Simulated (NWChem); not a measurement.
**Atomisation of C$_{2}$H$_{4}$N**

```xyz
7

C      1.1431     0.0000     0.1528
N      0.0000     0.0000    -0.5044
C     -1.1431     0.0000     0.1528
H      1.1949     0.0000     1.2577
H      2.0833     0.0000    -0.4090
H     -2.0833     0.0000    -0.4090
H     -1.1949     0.0000     1.2577
```
Charge 0, spin multiplicity 2.

All runs are NWChem calculations. All single points use one geometry, from UB3LYP/def2-SVP, a minimum by its harmonic frequencies. It is one conformer; others weren't searched.

Basis set: def2-TZVP. The atomisation energy is electronic alone: no zero-point, thermal, spin-orbit or counterpoise terms. No value is extrapolated to the basis-set limit. Free atoms are single determinants with multiplicities C 3, N 4, H 2. Correlated methods freeze the same cores in atoms and molecule, 3 orbitals in all.

| method | atomisation energy (kcal/mol) | relative cost | remark |
|---|---|---|---|
| LDA (SVWN5) | 734.1 | 1 | - |
| PBE | 657.2 | under 3 | - |
| B3LYP | 638.2 | under 3 | - |
| BLYP | 640.6 | under 3 | - |
| PBE0 | 640.4 | under 3 | - |
| TPSS | 644.4 | under 3 | - |
| r2SCAN | 638.6 | under 3 | - |
| HF | 452.4 | under 3 | spin-contaminated |
| MP2 | 607.5 | 5 | spin-contaminated |

The values span 281.7 kcal/mol, from HF (lowest) to LDA (SVWN5) (highest). Relative cost: rough, from shared machines, SCF included, LDA (SVWN5) = 1. Costs are the molecule's.

B3LYP has NWChem's definition, with VWN1-RPA local correlation. The structure started from a generated list of species. The unpaired electrons of the parent sit in orbitals of symmetry a2 (C2v labels of the run); other states weren't searched. No SCF solution was tested for a lower state. Open-shell Hartree-Fock references start from PBE0 orbitals; any time given for them includes that run.
